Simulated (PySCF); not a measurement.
**SeO: from constants to spectrum**

r²SCAN constants of SeO, ³Σ⁻ (triplet), unpaired electrons π ↑↑ (basis Se aug-pcseg-1, O aug-pcseg-1; no relativity; PySCF 2.14; masses 79.9165 and 15.9949 u):

| Property | Result |
| --- | --- |
| ωe | 892.5 cm⁻¹ |
| ωexe | 3.49 cm⁻¹ |
| Be | 0.44941 cm⁻¹ |
| αe | 0.00270 cm⁻¹ |
| D (centrifugal) | 4.56e-07 cm⁻¹ |
| De to Se + O | 4.57 eV |

(1) Give the vibrational terms G(v) and spacings up to v = 6.

(2) How well does the Morse estimate ωe²/(4ωexe) reproduce De, and what is D0?

Spin–orbit coupling is left out. The state was picked by a PBE0 search and need not be the measured ground state.

Results:

(1) G(v) = ωe(v+½) − ωexe(v+½)².

```tsv
v	G(v) (cm⁻¹)	G(v) − G(v−1)	Bv (cm⁻¹)
0	445.4		0.4481
1	1330.9	885.5	0.4454
2	2209.4	878.5	0.4427
3	3081.0	871.6	0.4400
4	3945.6	864.6	0.4373
5	4803.2	857.6	0.4346
6	5653.8	850.6	0.4319
```

(2) It gives 7.07 eV, 155 % of the computed De. D0 = De − G(0) = 4.57 − 0.06 = 4.51 eV.
